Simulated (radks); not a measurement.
All-electron atom: Ti9+ in [Ne] 3s2 3p1. Calculated with a radial shooting solver on a logarithmic mesh with Libxc functionals: Dirac Kohn-Sham, Slater X-alpha with alpha = 0.667, spin-unpolarised, spherical densities, point nucleus; open shells are shared between the two j in proportion to 2j + 1.

Normalised radial functions P(r) = r R(r) (large component), r in bohr:

r,3s1/2,3p1/2
0.002562,0.0653,0.0013
0.00323,0.0809,0.0020
0.004042,0.0991,0.0029
0.005056,0.1208,0.0044
0.006377,0.1473,0.0066
0.007978,0.1771,0.0099
0.009981,0.2108,0.0148
0.01259,0.2493,0.0224
0.01575,0.2881,0.0333
0.01986,0.3273,0.0500
0.02484,0.3593,0.0733
0.03108,0.3791,0.1061
0.0392,0.3772,0.1532
0.04904,0.3426,0.2140
0.06185,0.2609,0.2944
0.07737,0.1296,0.3873
0.0968,-0.0529,0.4885
0.1221,-0.2787,0.5857
0.1527,-0.4939,0.6462
0.1911,-0.6460,0.6389
0.241,-0.6606,0.5205
0.3015,-0.4776,0.2734
0.3802,-0.0764,-0.1117
0.4756,0.4378,-0.5483
0.595,0.9199,-0.9384
0.7504,1.1962,-1.1587
0.9388,1.1447,-1.1119
1.175,0.8376,-0.8423
1.481,0.4463,-0.4782
1.853,0.1724,-0.2016
2.337,0.0420,-0.0553
2.924,0.0065,-0.0099

3s1/2: eigenvalue -226.83 eV, 2 radial nodes at r = 0.0912, 0.394 bohr, <r> = 0.882 bohr, 90 % of the charge inside 1.29 bohr. 3p1/2: eigenvalue -201.99 eV, 1 radial node at r = 0.358 bohr, <r> = 0.889 bohr, 90 % of the charge inside 1.32 bohr.
